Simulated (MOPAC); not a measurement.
MOPAC input (PM6):

```
PM6 PRECISE GNORM=0.05 LET XYZ CHARGE=1 GEO-OK AUX(PRECISION=9) THREADS=1
HO2S

S    -0.21893700 1   -0.10620700 1    0.36855500 1
O     0.23046500 1    1.25696300 1   -0.16615700 1
O     0.11739000 1   -1.21182700 1   -0.44335900 1
H     0.72014700 1    1.33822300 1   -1.02075400 1
```

Output:

```
 *******************************************************************************
 **                                                                           **
 **                              MOPAC v23.2.5                                **
 **                                                                           **
 *******************************************************************************
 ** MOPAC's Digital Object Identifier: https://doi.org/10.5281/zenodo.6511958 **
 **                                                                           **
 ** Please cite the open-source release paper for use of this MOPAC version:  **
 ** J. E. Moussa and J. J. P. Stewart (2026)                                  **
 ** MOPAC: An open-source semiempirical molecular orbital program             **
 ** J. Open Source Softw., 11(119), 8025, https://doi.org/10.21105/joss.08025 **
 *******************************************************************************

                              PM6 CALCULATION RESULTS

 *******************************************************************************
 *  PM6        - The PM6 Hamiltonian to be used
 *  GEO-OK     - OVERRIDE INTERATOMIC DISTANCE AND OTHER SAFETY CHECKS
 *
 *
 *
 *                 CHARGE ON SYSTEM = +1
 *
 *
 *
 *  LET        - OVERRIDE SOME SAFETY CHECKS
 *  PRECISE    - TIGHTER CRITERIA TO BE USED
 *  XYZ        - CARTESIAN COORDINATE SYSTEM TO BE USED
 *  GNORM      - EXIT WHEN GRADIENT NORM DROPS BELOW 0.050
 *  AUX        - OUTPUT AUXILIARY INFORMATION
 *******************************************************************************
PM6 PRECISE GNORM=0.05 LET XYZ CHARGE=1 GEO-OK AUX(PRECISION=9) THREADS=1
 HO2S

   ATOM   CHEMICAL          X               Y               Z
  NUMBER   SYMBOL      (ANGSTROMS)     (ANGSTROMS)     (ANGSTROMS)

     1       S         -0.21893700  *  -0.10620700  *   0.36855500  *
     2       O          0.23046500  *   1.25696300  *  -0.16615700  *
     3       O          0.11739000  *  -1.21182700  *  -0.44335900  *
     4       H          0.72014700  *   1.33822300  *  -1.02075400  *

          CARTESIAN COORDINATES

    NO.       ATOM           X           Y           Z

     1         S         -0.2189     -0.1062      0.3686
     2         O          0.2305      1.2570     -0.1662
     3         O          0.1174     -1.2118     -0.4434
     4         H          0.7201      1.3382     -1.0208

 General Reference for PM6:
 "Optimization of Parameters for Semiempirical Methods V: Modification of NDDO Approximations
 and Application to 70 Elements", J. J. P. Stewart, J. Mol. Mod., 13, 1173-1213 (2007)
 URL: https://link.springer.com/article/10.1007/s00894-007-0233-4

           Empirical Formula: H O2 S  =     4 atoms

      MOLECULAR POINT GROUP   :   Cs

      RHF CALCULATION, NO. OF DOUBLY OCCUPIED LEVELS = 9

          Geometry optimization using EF

          DIAGONAL MATRIX USED AS START HESSIAN

 CYCLE:     1  GRAD.:    37.160 HEAT:  124.2209
 CYCLE:     2  GRAD.:   460.288 HEAT:  149.5987
 CYCLE:     3  GRAD.:    76.117 HEAT:  124.6574
 CYCLE:     4  GRAD.:   144.007 HEAT:  130.9627
 CYCLE:     5  GRAD.:    40.359 HEAT:  121.8508
 CYCLE:     6  GRAD.:    58.730 HEAT:  122.9483
 CYCLE:     7  GRAD.:    14.432 HEAT:  120.0587
 CYCLE:     8  GRAD.:    15.561 HEAT:  119.3055
 CYCLE:     9  GRAD.:    42.710 HEAT:  117.7382
 CYCLE:    10  GRAD.:    47.514 HEAT:  116.8775
 CYCLE:    11  GRAD.:    50.418 HEAT:  116.1458
 CYCLE:    12  GRAD.:    29.281 HEAT:  115.6414
 CYCLE:    13  GRAD.:    44.078 HEAT:  115.2570
 CYCLE:    14  GRAD.:     6.647 HEAT:  114.9589
 CYCLE:    15  GRAD.:    14.437 HEAT:  114.6710
 CYCLE:    16  GRAD.:    17.175 HEAT:  114.4853
 CYCLE:    17  GRAD.:    13.376 HEAT:  114.2454
 CYCLE:    18  GRAD.:     9.103 HEAT:  114.1537
 CYCLE:    19  GRAD.:    13.886 HEAT:  114.1609
 CYCLE:    20  GRAD.:     2.080 HEAT:  114.1081
 CYCLE:    21  GRAD.:     1.530 HEAT:  114.1051
 CYCLE:    22  GRAD.:     0.765 HEAT:  114.0999
 CYCLE:    23  GRAD.:     0.162 HEAT:  114.0994
 CYCLE:    24  GRAD.:     2.010 HEAT:  114.1127
 CYCLE:    25  GRAD.:     0.103 HEAT:  114.0995
 CYCLE:    26  GRAD.:     2.941 HEAT:  114.1416
 CYCLE:    27  GRAD.:     1.396 HEAT:  114.1093
 CYCLE:    28  GRAD.:    76.829 HEAT:  116.8240
 CYCLE:    29  GRAD.:     2.250 HEAT:  114.1025
 CYCLE:    30  GRAD.:     0.655 HEAT:  114.1010
 CYCLE:    31  GRAD.:     0.262 HEAT:  114.1000
 CYCLE:    32  GRAD.:     0.217 HEAT:  114.0995
 CYCLE:    33  GRAD.:     0.044 HEAT:  114.0994

     GRADIENT =  0.04422 IS LESS THAN CUTOFF =  0.05000

 -------------------------------------------------------------------------------
 PM6 PRECISE GNORM=0.05 LET XYZ CHARGE=1 GEO-OK AUX(PRECISION=9) THREADS=1
 HO2S

     GEOMETRY OPTIMISED USING EIGENVECTOR FOLLOWING (EF).
     SCF FIELD WAS ACHIEVED

                              PM6 CALCULATION
                                                       MOPAC v23.2.5 Linux

          FINAL HEAT OF FORMATION =        114.09940 KCAL/MOL =     477.39189 KJ/MOL

          COSMO AREA              =         76.48 SQUARE ANGSTROMS
          COSMO VOLUME            =         58.05 CUBIC ANGSTROMS

          GRADIENT NORM           =          0.04422          =       0.02211 PER ATOM
          IONIZATION POTENTIAL    =         16.603255 EV
          HOMO LUMO ENERGIES (EV) =        -16.603 -6.482
          NO. OF FILLED LEVELS    =          9
          MOLECULAR WEIGHT        =         65.0667         POINT GROUP:  C*v

          MOLECULAR DIMENSIONS (Angstroms)

            Atom       Atom       Distance
            H     4    O     3     3.71213
            S     1    O     3     0.00048
            O     2    H     4     0.00009

          SCF CALCULATIONS        =         34

   ATOM   CHEMICAL          X               Y               Z
  NUMBER   SYMBOL      (ANGSTROMS)     (ANGSTROMS)     (ANGSTROMS)

     1       S          0.03641684  *  -0.10624754  *  -0.08479399  *
     2       O          0.22671287  *   1.27053435  *  -0.15705477  *
     3       O         -0.14961522  *  -1.44775677  *  -0.01492089  *
     4       H          0.35872785  *   2.22437610  *  -0.20715765  *

                             CARTESIAN COORDINATES

   1    S        0.036416839    -0.106247537    -0.084793992
   2    O        0.226712875     1.270534355    -0.157054768
   3    O       -0.149615222    -1.447756771    -0.014920887
   4    H        0.358727848     2.224376095    -0.207157653

           Empirical Formula: H O2 S  =     4 atoms

      MOLECULAR POINT GROUP   :   C*v

                  EIGENVALUES
 -39.17651 -38.38966 -30.47248 -23.37645 -22.32957 -22.32957 -19.22777 -19.22777
 -16.60325  -6.48186  -6.48186  -3.74975  -0.59564   2.22565   2.22565   2.73192
   2.73192   2.77197

              NET ATOMIC CHARGES AND DIPOLE CONTRIBUTIONS

  ATOM NO.   TYPE          CHARGE      No. of ELECS.   s-Pop       p-Pop       d-Pop
    1          S           1.303607        4.6964     1.91303     2.18501     0.59835
    2          O          -0.439501        6.4395     1.65844     4.78106
    3          O          -0.263158        6.2632     1.85548     4.40768
    4          H           0.399051        0.6009     0.60095
 DIPOLE           X         Y         Z       TOTAL
 POINT-CHG.     0.422     3.041    -0.158     3.075
 HYBRID         0.092     0.663    -0.035     0.671
 SUM            0.514     3.705    -0.193     3.745

          ATOMIC ORBITAL ELECTRON POPULATIONS

     Atom    s        px        py        pz      x^2-y^2     xz        z^2       yz        xy
    1  S   1.91303   0.71244   0.76094   0.71162   0.28087   0.00221   0.09807   0.10164   0.11555
    2  O   1.65844   1.71722   1.34033   1.72351
    3  O   1.85548   1.46283   1.48236   1.46249
    4  H   0.60095

 **********************
 *                    *
 * JOB ENDED NORMALLY *
 *                    *
 **********************

 == MOPAC DONE ==
```

The dipole moment of an ion depends on the origin.

The geometry given is a B3LYP-D3(BJ)/def2-TZVP minimum.
